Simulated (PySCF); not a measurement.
Sn(F)3(vinyl) (C2H3F3Sn), SMILES [F][Sn]([F])([F])[CH]=C.

Geometry: r2SCAN-D4/def2-SVP. The structure was generated by enumeration; whether it is a known compound was not checked. The def2 effective core potentials stand for the cores of Sn; spin–orbit coupling is left out. One conformer was computed; it need not be the lowest.

Method: PBE/def2-TZVP in PySCF.

Gas-phase values at a fixed geometry.

Computed frontier levels, gap, dipole moment and polarisability:
```yaml
highest_occupied_level: -8.27 eV
lowest_empty_level: -3.12 eV
orbital_gap: 5.15 eV
dipole_moment: 4.86 D
quadrupole, principal values (traceless, Buckingham form, about the centre of nuclear charge): -7.30, -1.24, 8.54 D·Å
mean_static_polarisability: 58.6 bohr³ (8.68 Å³)
polarisability_principal_values: 45.2, 52.9, 77.6 bohr³
```
